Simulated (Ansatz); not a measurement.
Two structures of SiH4Cl2F2, closed shell, reached by relaxing down either side of one saddle point (PBE0-D4/def2-TZVP). Energies are electronic, without zero-point energy. Computed with Ansatz 0.2.0 (basis: def2-TZVPP and def2-QZVPP); correlated methods freeze the cores. Extrapolation: Hartree–Fock as exp(−7.88 √X), correlation as X^−2.97. First:

```csv
atom,x (Å),y (Å),z (Å)
Si1,-0.8590,0.9141,-0.6549
Cl2,1.2174,0.9310,-0.8282
H3,-1.3450,-0.3668,-1.1842
H4,-1.1993,1.2267,0.7393
Cl5,-1.5452,2.4186,-1.8499
H6,0.3532,-1.5959,1.2752
F7,-0.5589,-1.3882,1.2350
H8,1.9373,-0.6997,0.3469
F9,1.9997,-1.4399,0.9210
```

Second:

```tsv
atom	x (Å)	y (Å)	z (Å)
Si1	-1.7959	0.3870	-0.1441
Cl2	3.3305	0.6094	-0.9291
H3	-2.6464	-0.3483	-1.0956
H4	-2.5370	1.1878	0.8454
Cl5	-0.4681	1.5444	-1.1347
H6	0.7158	-1.1517	0.9206
F7	-0.9605	-0.7184	0.6841
H8	2.7297	-0.2032	-0.1279
F9	1.6320	-1.3070	0.9814
```

Q: Which bonds change from the first to the second?

A: SiH₂Cl₂ ([Cl][SiH2][Cl]) + HF + HF → SiH₂ClF ([F][SiH2][Cl]) + HCl + HF; bonds formed: Si1–F7, Cl2–H8, H6–F9; bonds broken: Si1–Cl2, H6–F7, H8–F9.

Q: Give the saddle point's structure and its height above each. (Judge from chemistry; the value comes from the calculation.)

A: The calculation gives: 113.4 kJ/mol above the first and 143.7 kJ/mol above the second (CCSD(T) at an estimated basis limit (MP2 extrapolated from triple and quadruple zeta, plus CCSD(T) − MP2 in triple zeta)).
Si1  (-0.933, 0.506, -0.319)
Cl2  (1.351, 0.656, -0.662)
H3  (-1.623, -0.468, -1.177)
H4  (-1.427, 1.215, 0.870)
Cl5  (-1.099, 2.149, -1.655)
H6  (0.710, -1.331, 1.014)
F7  (-0.480, -0.861, 0.763)
H8  (1.773, -0.435, 0.179)
F9  (1.728, -1.432, 0.988)
(Å)

T1 diagnostic: at most 0.011.

Labels in which every atom is bracketed show which atoms are joined, not bond orders.

For scale, one of the runs: CCSD(T)/def2-TZVPP, 244 basis functions, launched by `ansatz run in.yaml --threads 8 --pin off --events-out ev --progress --plain --max-ram 19148MiB`. Hardware: 8 CPU threads of an Intel Xeon, shared host. Wall time 2.2 min; peak host memory 4.8 GiB.
